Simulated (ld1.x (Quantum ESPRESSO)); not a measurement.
# An all-electron radial function and its pseudo partner (manganese (Mn))

Columns: radius, all-electron u(r) and pseudo u(r) of the 3p shell (level -52.45 eV) of manganese in the configuration [Ne] 3s2 3p6 3d5.5 4s1.5 4p0; BP86, scalar-relativistic, TM scheme, ld1.x (Quantum ESPRESSO) 7.5.

```tsv
r (bohr)	all-electron	pseudo
0.068	0.3490	-0.0248
0.135	0.5825	-0.0956
0.202	0.4964	-0.2058
0.270	0.2145	-0.3476
0.338	-0.1290	-0.5061
0.405	-0.4477	-0.6644
0.473	-0.7131	-0.8134
0.540	-0.9064	-0.9373
0.608	-1.0354	-1.0317
0.675	-1.1054	-1.0902
0.742	-1.1297	-1.1147
0.810	-1.1192	-1.1088
0.878	-1.0833	-1.0777
0.945	-1.0313	-1.0288
1.013	-0.9679	-0.9671
1.080	-0.8999	-0.8997
1.148	-0.8287	-0.8287
1.215	-0.7590	-0.7590
1.283	-0.6903	-0.6903
1.350	-0.6259	-0.6259
1.418	-0.5645	-0.5645
1.485	-0.5082	-0.5082
1.553	-0.4556	-0.4556
1.620	-0.4082	-0.4082
1.688	-0.3644	-0.3644
1.755	-0.3252	-0.3252
```

Task: How many radial nodes do the two functions have?

Result: The all-electron 3p function has n − l − 1 = 1; the pseudo-wave has 0, since the states of the same l below it are removed with the core.

Task: At about which radius was the pseudo-wave matched?

Result: 1.35 bohr. The columns agree to 0.0005 from 1.08 bohr on; several derivatives are matched, so the curves merge somewhat inside the radius.

Task: Where does each function peak?

Result: Outermost all-electron maximum near 0.74 bohr, pseudo maximum near 0.74 bohr (to the table’s step).

Task: Is the pseudo-wave norm-conserving?

Result: Yes: the TM scheme keeps the norm inside the radius equal to the all-electron one, which fixes the energy derivative of the logarithmic derivative at the level.
